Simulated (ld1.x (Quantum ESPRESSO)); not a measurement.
**Which change was made? (Cr, RRKJ)**

* Element: Cr
* Generator: ld1.x (Quantum ESPRESSO) 7.5
* Type: norm-conserving RRKJ (Kleinman–Bylander form)
* Functional: PBEsol
* Relativity: scalar-relativistic
* Frozen core: [Ne]
* Valence charge: 14
* Reference configuration: 3s2 3p6 3d3 4s0 4p0 (charge +3)
* Partial waves: 3p (bound): rc 1.45 bohr; 3d (bound): rc 1.60 bohr; 3s (bound): rc 0.80 bohr
* Local potential: the s channel
* Core correction: Bessel-smoothed model core, default radius (core density twice the valence density)
* rho0: 0.001

Cutoffs, loose and tight: the cutoffs (Ry, on a coarse ladder) from which the occupation-weighted sum of valence levels, in a spherical-Bessel basis at the reference potential, stays within 10 and 1 mRy of its value at 400 Ry. They do not see the model core or the augmentation charge, which bear on the density cutoff. Test errors are all-electron minus pseudo excitation energies from the reference, over the configurations 3s2 3p6 3d5 4s1 4p0; 3s2 3p6 3d5 4s0 4p0; 3s2 3p6 3d4 4s0 4p0; 3s2 3p6 3d5.5 4s0.5 4p0; 3s2 3p6 3d5 4s0.5 4p0; 3s2 3p6 3d4 4s1 4p0; 3s2 3p6 3d6 4s0 4p0; variants that change the core or the reference have their own tests.

The base gives: outcome: generated; cutoff, loose: 160 Ry; cutoff, tight: 300 Ry; bound ghosts: none; largest test error (meV): +85.

Task: After one change the result is: outcome: failed: invmat: error in DGETRF. Which change was it?
A. wave 3d (bound): rc 1.60 bohr becomes 3d (bound): rc 1.28 bohr
B. type PAW; waves now 3s (bound): rc 0.80 bohr; 4s (bound): rc 0.80 bohr; 3p (bound): rcut 1.25, rcutus 1.45 bohr; 4p (bound): rcut 1.25, rcutus 1.45 bohr; 3d (bound): rcut 1.40, rcutus 1.60 bohr; 3d channel at -2.1 Ry: rcut 1.40, rcutus 1.60 bohr; local potential all-electron potential smoothed inside 1.15 bohr (lloc = -1); augmentation PSQ, inside the norm-conserving radii; rho0 0
C. reference 3s2 3p6 3d5 4s0 4p0
D. wave 3s (bound): rc 0.80 bohr becomes 3s (bound): rc 1.08 bohr

Result: B. The others give: wave 3s (bound): rc 0.80 bohr becomes 3s (bound): rc 1.08 bohr → outcome: generated; cutoff, loose: 120 Ry; cutoff, tight: 200 Ry; bound ghosts: none; largest test error (meV): +197 | reference 3s2 3p6 3d5 4s0 4p0 → outcome: generated; cutoff, loose: 160 Ry; cutoff, tight: 300 Ry; bound ghosts: none; largest test error (meV): -106 | wave 3d (bound): rc 1.60 bohr becomes 3d (bound): rc 1.28 bohr → outcome: generated; cutoff, loose: 160 Ry; cutoff, tight: 300 Ry; bound ghosts: none; largest test error (meV): +53.
